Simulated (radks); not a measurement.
Task: These are the eigenvalues of the occupied orbitals of an atom or ion with whole-number occupations (hartree). All-electron calculation, non-relativistic Kohn-Sham, PBEsol, spin-polarised, spherical densities, point nucleus. Program: a radial shooting solver on a logarithmic mesh with Libxc functionals.

orbital  eigenvalue
1s up     -102.2562
1s down   -102.2391
2s up     -10.85432
2s down   -10.83748
2p up      -8.69161
2p down    -8.66857
3s up      -2.19872
3s down    -2.08119
3p up      -1.70050

Which element is it, and in what charge state? The configuration may be excited. Open shells, if any, are filled with parallel spins first.

Result: Z = 17, chlorine, charge +3: Cl3+ in [Ne] 3s2 3p2. The list shows which subshells hold electrons but not how many an open one holds; the 1s level, -102.26 hartree, gives Z - s = 14.3 by -(Z - s)^2/2, which with screening narrows Z to a few neighbours, and the depths of the outer levels then fix element, charge and occupations together.
